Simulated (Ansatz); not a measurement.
Cd5Se5⁺, that is (CdSe)5 ring with one electron fewer. The state is a doublet with charge 1. Geometry r2SCAN-D4/def2-SVP, that of the neutral singlet; atoms count from 1.

```xyz
10

Cd   -2.1828   -1.8160   -0.9182
Se   -3.6532    0.1423   -1.1167
Cd   -1.7471    1.4726   -1.9083
Se    0.2084    2.7524   -2.6601
Cd    1.1000    2.7558   -0.3704
Se    1.9816    2.8405    1.9178
Cd    2.0562    0.3982    2.1835
Se    2.2389   -1.9944    2.7066
Cd    0.7112   -2.7753    0.9507
Se   -0.7131   -3.7761   -0.7847
```

In the def2 sets Cd takes a core potential; there is no spin–orbit coupling. The gap within one spin of the charge 1 doublet nearly closes, so an electron or hole may be smeared out by delocalisation error.

Question: Estimate the Mulliken populations from the PBE/def2-SVP orbitals of Ansatz.

Answer: 
| atom | charge (e) | spin (α − β) | d electrons |
| --- | --- | --- | --- |
| Cd1 | 0.39 | -0.01 | 9.99 |
| Se2 | -0.22 | 0.14 | – |
| Cd3 | 0.39 | 0.00 | 10.00 |
| Se4 | -0.21 | 0.16 | – |
| Cd5 | 0.40 | -0.01 | 9.99 |
| Se6 | -0.20 | 0.25 | – |
| Cd7 | 0.42 | -0.02 | 9.99 |
| Se8 | -0.20 | 0.26 | – |
| Cd9 | 0.42 | -0.02 | 9.99 |
| Se10 | -0.20 | 0.24 | – |
Mulliken values and Mayer orders depend strongly on the basis.

Question: Where does the spin sit?

Answer: Summed by element: Cd -0.06, Se 1.06, of 1 unpaired in all. Largest on single atoms: Se8 0.26, Se6 0.25, Se10 0.24.

Question: And the Mayer bond orders between bonded heavy atoms (over 0.3)?

Answer: Cd1–Se2 0.98 (2.46 Å); Cd1–Se10 0.93 (2.45 Å); Se2–Cd3 0.95 (2.46 Å); Cd3–Se4 0.94 (2.45 Å); Se4–Cd5 0.98 (2.46 Å); Cd5–Se6 0.93 (2.45 Å); Se6–Cd7 0.95 (2.46 Å); Cd7–Se8 0.94 (2.46 Å); Se8–Cd9 0.94 (2.46 Å); Cd9–Se10 0.96 (2.46 Å).
